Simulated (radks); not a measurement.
Charge is removed step by step from the 5d down level of Au2+, starting from [Xe] 4f14 5d(up 5, down 4). All-electron calculation, scalar-relativistic Kohn-Sham, BLYP, spin-polarised, spherical densities, point nucleus. Program: a radial shooting solver on a logarithmic mesh with Libxc functionals.

\begin{tabular}{lrrr}
removed (e) & E - E(0) (eV) & eigenvalue (eV) & E minus straight line (eV) \\ \hline
0 & 0.000 & -26.894 & 0.000 \\
0.1 & 2.751 & -28.130 & -0.572 \\
0.2 & 5.625 & -29.377 & -1.020 \\
0.3 & 8.625 & -30.636 & -1.342 \\
0.4 & 11.751 & -31.906 & -1.538 \\
0.5 & 15.005 & -33.187 & -1.607 \\
0.6 & 18.388 & -34.479 & -1.547 \\
0.7 & 21.900 & -35.781 & -1.357 \\
0.8 & 25.542 & -37.093 & -1.037 \\
0.9 & 29.317 & -38.416 & -0.585 \\
1 & 33.224 & -39.748 & 0.000 \\
\end{tabular}

Removing the whole electron costs 33.224 eV by Delta-SCF, against 26.894 eV from minus the eigenvalue at the starting occupation. Slater's transition state (half an electron removed) gives 33.187 eV. Integrating minus the eigenvalue over the occupation (Janak's theorem) gives 33.232 eV. In this scalar-relativistic scheme the density is built from large components alone, so the theorem holds only approximately. The mean slope of the eigenvalue, de/dn, is 12.9 eV per electron. Ionisation energy of Au2+ in the NIST Atomic Spectra Database: 30 eV (theoretical).
